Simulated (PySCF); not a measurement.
Electron correlation in Ce²⁺ (cerium, charge +2)

[Xe] 4f2, one real determinant. All numbers are calculated (PySCF 2.14, the spin-free X2C one-electron Hamiltonian (Gaussian nucleus), in cc-pVDZ-X2C (8s7p5d3f1g, 84 functions)). Frozen: [Kr] 4d10; 10 electrons correlated.

```
  level  correlation energy (mhartree)
   CCSD                        -243.89
    (T)                          -7.94
CCSD(T)                        -251.83
```

Diagnostics: T1 = 0.0087, D1 = 0.0270, largest double amplitude 0.048.

**Question.** Is a single reference adequate?

**Answer.** Yes, within this model without spin-orbit coupling: T1 lies below 0.03 and no double amplitude reaches 0.07.

The reference is one real determinant that mixes LS terms of this configuration.
